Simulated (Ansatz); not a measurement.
`[F][Ge]([F])([F])[Cl]` + H₂Se → `[F][Ge]([F])([F])[SeH]` + HCl at 298.15 K and 1 bar (ligand exchange at a Ge–Cl bond).

Calculated with Ansatz (gas phase, PBE0-D4/def2-TZVP geometries, no zero-point term in ΔE). CBS: MP2 limit from def2 TZ/QZ plus the TZ coupled-cluster correction, frozen cores. This one scheme is used for every species. For Ge, Se outer-core shells are correlated without core-valence functions, which leaves a few kJ/mol of doubt a bond. Scalar relativity is left out up to krypton. Each species was taken in one conformer, which may not be the lowest.

| species | CCSD(T)/CBS energy (Eh) | H − E (kJ/mol) | S (J/(mol·K)) |
| --- | --- | --- | --- |
| `[F][Ge]([F])([F])[Cl]` | -2835.42086 | 41.4 | 326.2 |
| H₂Se | -2401.89790 | 45.8 | 219.1 |
| `[F][Ge]([F])([F])[SeH]` | -4776.93734 | 62.0 | 367.6 |
| HCl | -460.38127 | 26.6 | 186.8 |

H − E and S are ideal-gas, rigid-rotor, harmonic terms from PBE0-D4/def2-TZVP, for one conformer and one mirror image of each species. 1 Eh = 2625.50 kJ/mol, R = 8.31446 J/(mol·K).

Task: By hand: ΔE, ΔH, ΔS and ΔG.

Result: ΔE = (-4776.93734) + (-460.38127) − (-2835.42086) − (-2401.89790) = 0.00015 Eh = 0.4 kJ/mol. Δ(H − E) = 62.0 + 26.6 − 41.4 − 45.8 = 1.4, so ΔH = 1.8 kJ/mol. ΔS = 367.6 + 186.8 − 326.2 − 219.1 = 9.1 J/(mol·K). ΔG = 1.8 − 298.15 × (9.1)/1000 = -0.9 kJ/mol.

Task: By hand: the equilibrium constant, and the temperature at which ΔG would vanish if ΔH and ΔS stayed fixed.

Result: log₁₀ K = −ΔG/(RT ln 10) = 0.2. ΔG = 0 at ΔH/ΔS = 198 K, though so small a ΔH makes that figure unsure.

TΔS isn't small against ΔH here. The sign of ΔG lies within the doubt. A doubt of 5 kJ/mol in ΔE shifts log₁₀ K by 0.9 here. Other conformers and mirror images would add mixing entropy, several J/(mol·K) or more a flexible species. These are equilibria of isolated gas molecules and say nothing of rates. Largest T1 diagnostic: 0.012 (customary marks: 0.02 for closed shells, 0.045 for open ones).
